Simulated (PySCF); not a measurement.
**Kr⁺ (krypton, charge +1) across methods**

[Ar] 3d10 4s2 4p5, 2P determinant. Computed with PySCF 2.14 in ANO-RCC-VTZP (6s5p3d1f, 43 functions), with the spin-free X2C one-electron Hamiltonian (Gaussian nucleus). The B2PLYP total includes its PT2 part (frozen core); its orbital energies are those of the SCF part.

```csv
method,E (hartree),mean ε 4s β (eV),mean ε 4p α (eV),mean ε 4p β (eV),Σ⟨r²⟩ (bohr²),⟨S²⟩
M06-L,-2789.415,-33.751,-20.333,-19.245,31.38,0.754
PBE0,-2789.215,-35.633,-21.635,-20.613,31.53,0.753
LDA,-2785.624,-33.697,-20.101,-19.199,31.64,0.751
PBE,-2789.150,-33.397,-19.990,-19.053,31.62,0.752
UHF,-2787.69913,-41.107,-25.556,-24.213,31.69,0.758
B3LYP,-2789.552,-35.298,-21.262,-20.325,31.66,0.752
LC-wPBE,-2789.199,-38.933,-24.573,-23.603,31.49,0.753
B2PLYP,-2789.080,-37.750,-23.041,-21.949,31.67,0.754
```

Estimate the same row for r2SCAN.

E (hartree) = -2789.492; mean ε 4s β (eV) = -33.998; mean ε 4p α (eV) = -20.513; mean ε 4p β (eV) = -19.475; Σ⟨r²⟩ (bohr²) = 31.47; ⟨S²⟩ = 0.754.
